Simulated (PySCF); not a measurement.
F3Y. Atoms are numbered in the order given.

```xyz
4

Y      0.0000     0.0000     0.0000
F      2.0095     0.0000     0.0000
F     -1.0047    -1.7403     0.0000
F     -1.0047     1.7403     0.0000
```

Geometry optimised at B3LYP-D3(BJ)/def2-TZVP. The isomer is the one that the SMILES or the coordinates give; other isomers of the formula were not compared. The def2 effective core potentials stand for the cores of Y; spin–orbit coupling is left out.

These are PySCF 2.14.0 with TDA-B3LYP/def2-SVPD values and carry that method's errors.

Vertical excitations; the highest root listed may be one member of a degenerate set.  State labels are in the subgroup C2v.

| state | symmetry | energy (eV) | λ (nm) | f | main pairs |
|---|---|---|---|---|---|
| S1 | B1 | 6.38 | 194 | 0.004 | HOMO→LUMO (degenerate set) |
| S2 | A1 | 6.38 | 194 | 0.004 | HOMO−1→LUMO (degenerate set) |
| S3 | B1 | 6.54 | 190 | 0.000 | HOMO−2→LUMO 100 % |
| S4 | B2 | 6.65 | 187 | 0.048 | HOMO−3→LUMO 100 % |
| S5 | A2 | 6.92 | 179 | 0.000 | HOMO−5→LUMO (degenerate set) |
| S6 | B2 | 6.92 | 179 | 0.000 | HOMO−4→LUMO (degenerate set) |
| S7 | B1 | 7.30 | 170 | 0.004 | HOMO−7→LUMO (degenerate set) |
| S8 | A1 | 7.30 | 170 | 0.004 | HOMO−6→LUMO (degenerate set) |
| S9 | A1 | 7.37 | 168 | 0.000 | HOMO−8→LUMO 99 % |
| S10 | B2 | 8.12 | 153 | 0.000 | HOMO→LUMO+2 44 %, HOMO−1→LUMO+1 44 %, HOMO−2→LUMO+2 11 % |
| T1 | B1 | 6.33 | 196 | 0 | HOMO→LUMO (degenerate set) |
| T2 | A1 | 6.33 | 196 | 0 | HOMO−1→LUMO (degenerate set) |
| T3 | B1 | 6.52 | 190 | 0 | HOMO−2→LUMO 100 % |
| T4 | B2 | 6.57 | 189 | 0 | HOMO−3→LUMO 100 % |
Triplets are in the Tamm–Dancoff approximation.
